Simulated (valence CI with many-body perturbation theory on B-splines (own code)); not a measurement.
## Tl9+: one-electron terms

Calculated by relativistic CI+MBPT: four valence electrons over a frozen Dirac-Fock core [Xe] 4f14, radial functions for each j: 9 s, 9 p, 10 d, 8 f, 5 g, 3 h, 1 i, with the one-electron correlation potential Σ1, the two-electron term Σ2, the three-electron term Σ3, Breit, model QED; selected CI, second order for the rest, scaled by the run's own slope (own B-spline code, finite nucleus).

No measured levels were compared; by estimate terms of the open shell hold to 2 to 4 % of their energy, and close levels can change places. Core correlation moves these levels by up to 17000 cm⁻¹, and in measured spectra 5 to 20 % of such shifts remained as error; rates that hang on mixing are uncertain with them. Only levels of the ground parity were solved; by the run's estimate the other parity begins above the list, which can be wrong where configurations are misplaced.

These are the spectroscopic orbitals of the CI (the correlating ones are not listed), shaped by the core and the other valence electrons. h is the expectation value of the core's Dirac-Fock operator, without the valence repulsion; Σ1 is computed up to l = 3 at one energy for each symmetry, that of its lowest orbital but kept below the first core excitation, so for empty shells it is not the orbital's own correlation shift; Breit and QED include the response of the core.

| Orbital | h (hartree) | Σ1 (cm⁻¹) | Breit (cm⁻¹) | QED (cm⁻¹) | ⟨r⟩ (bohr) |
| --- | --- | --- | --- | --- | --- |
| 6s1/2 | -6.1958 | -11613 | 583 | 598 | 1.741 |
| 7s1/2 | -3.7328 | -3561 | 246 | 246 | 2.956 |
| 8s1/2 | -2.5169 | -1724 | 134 | 135 | 4.430 |
| 6p1/2 | -5.5683 | -8999 | 823 | 9.9 | 1.901 |
| 7p1/2 | -3.4388 | -3270 | 395 | 5.0 | 3.152 |
| 8p1/2 | -2.3483 | -1637 | 218 | 2.9 | 4.701 |
| 6p3/2 | -5.2893 | -7127 | 392 | 48.5 | 2.014 |
| 7p3/2 | -3.3048 | -2748 | 195 | 24.2 | 3.288 |
| 8p3/2 | -2.2726 | -1409 | 125 | 13.8 | 4.864 |
| 5d3/2 | -7.9725 | -15372 | 648 | -206 | 1.135 |
| 6d3/2 | -4.3336 | -4228 | 228 | -43.5 | 2.340 |
| 7d3/2 | -2.8185 | -1945 | 118 | -21.1 | 3.761 |
| 5d5/2 | -7.8396 | -14386 | 194 | -135 | 1.160 |
| 6d5/2 | -4.2825 | -4135 | 102 | -24.7 | 2.372 |
| 7d5/2 | -2.7922 | -1923 | 56.9 | -11.7 | 3.800 |
| 5f5/2 | -5.11 | -14768 | -119 | -71.0 | 1.661 |
| 6f5/2 | -3.2016 | -4824 | -41.2 | -31.3 | 3.057 |
| 5f7/2 | -5.0929 | -13632 | -211 | -60.1 | 1.670 |
| 6f7/2 | -3.1915 | -4495 | -86.2 | -26.0 | 3.069 |
| 5g7/2 | -3.3 |  | -22.6 | -5.0 | 2.606 |
| 5g9/2 | -3.3014 |  | -24.5 | -4.7 | 2.604 |

Among the shells of the start configuration 5d4, Σ1 is largest in size for 5d3/2, where it is 0.88 % of h.

Lowest root of each symmetry, sizes in configuration state functions:

| J | Parity | Roots | Reference | Variational | Second order | Change by selected CI (cm⁻¹) | Change by second order (cm⁻¹) |
| --- | --- | --- | --- | --- | --- | --- | --- |
| 0 | even | 7 | 21 | 17263 | 299799 | -8050 | -7 |
| 1 | even | 11 | 44 | 31992 | 748375 | -6819 | -18 |
| 2 | even | 17 | 64 | 30781 | 1107279 | -6655 | -58 |
| 3 | even | 14 | 58 | 29617 | 1334040 | -7042 | -101 |
| 4 | even | 13 | 50 | 29435 | 1372361 | -7977 | -113 |
| 5 | even | 6 | 29 | 29604 | 1170473 | -8099 | -94 |
| 6 | even | 3 | 15 | 27358 | 888615 | -8303 | -33 |
